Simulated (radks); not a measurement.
Results of a calculation; reference values are marked as such.
Species: Sb III. Configuration: [Kr] 4d10 5s2 5p1. Code: a radial shooting solver on a logarithmic mesh with Libxc functionals. Model: non-relativistic Kohn-Sham, TPSS, spin-polarised, spherical densities, point nucleus; open shells are filled with parallel spins first (spin-orbit coupling, left out, can overturn this in heavy ions); meta-GGA in the generalised Kohn-Sham scheme; relativity is left out, which matters for an element this heavy.

Unscreened Slater integrals over Kohn-Sham orbitals (eV). They are taken over the spin-up orbitals. Empty in this configuration: 6s.

F0(5p,5p): 9.7712
F2(5p,5p): 5.3224
F0(5p,5s): 10.431
G1(5p,5s): 7.0614
F0(5p,4d): 12.200
F2(5p,4d): 3.3041
G1(5p,4d): 1.0699
G3(5p,4d): 0.97515
F0(5p,4p): 12.394
F2(5p,4p): 2.7831
G0(5p,4p): 0.53384
G2(5p,4p): 0.68387
F0(5p,6s): 6.0152
G1(5p,6s): 0.60855
F0(5s,5s): 11.294
F0(5s,4d): 13.839
G2(5s,4d): 1.6275
F0(5s,4p): 14.115
G1(5s,4p): 0.91604
F0(5s,6s): 6.1490
G0(5s,6s): 0.35913
F0(4d,4d): 24.167
F2(4d,4d): 12.182
F4(4d,4d): 8.0457
F0(4d,4p): 25.990
F2(4d,4p): 13.184
G1(4d,4p): 16.783
G3(4d,4p): 10.370
F0(4d,6s): 6.6023
G2(4d,6s): 0.25983
F0(4p,4p): 28.271
F2(4p,4p): 14.872
F0(4p,6s): 6.6586
G1(4p,6s): 0.17411
F0(6s,6s): 4.9688

Derived for the open shells (J is the average intra-shell exchange parameter used in DFT+U). 5p: J = F2/5 = 1.064 eV.
